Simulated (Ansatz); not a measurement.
Reaction (isomerisation): `[F][GeH]1[O][SiH2]1` → `[F][Ge][O][SiH3]`

Gas-phase electronic energies from Ansatz, PBE0-D4/def2-TZVP geometries. CCSD(T)/CBS adds triple-zeta CCSD(T) − MP2 to the extrapolated MP2 energy (def2 sets, frozen cores). Functionals use def2-TZVPP. For Ge outer-core shells are correlated without core-valence functions, which leaves a few kJ/mol of doubt a bond. Scalar relativity is left out up to krypton. One conformer a species, not always the lowest.

**Question.** Is it downhill or uphill in electronic energy at CCSD(T)/CBS, and by how much? (Estimate.)

**Answer.** Computed: Downhill: ΔE = -1.62 eV.

**Question.** What do these levels give: BLYP-D4, CAM-B3LYP-D4, r2SCAN, PBE0, r2SCANh, r2SCAN0, CAM-B3LYP, MP2/def2-SVP, CCSD/def2-SVP, HF/def2-TZVPP, MP2/def2-QZVPP, CCSD/CBS(def2)? (Estimate.)

**Answer.** Ansatz gave: BLYP-D4 -1.80, CAM-B3LYP-D4 -1.79, r2SCAN -1.44, PBE0 -1.48, r2SCANh -1.46, r2SCAN0 -1.49, CAM-B3LYP -1.78, MP2/def2-SVP -1.68, CCSD/def2-SVP -1.82, HF/def2-TZVPP -1.97, MP2/def2-QZVPP -1.55, CCSD/CBS(def2) -1.69 eV.

Largest T1 diagnostic among the species: 0.015.

At CCSD(T), def2-SVP lies −0.14 eV from the extrapolated value and def2-TZVPP +0.07 eV. From r2SCAN to r2SCAN0 (25 % exact exchange), in def2-TZVPP and without D4, ΔE moves by −0.05 eV.
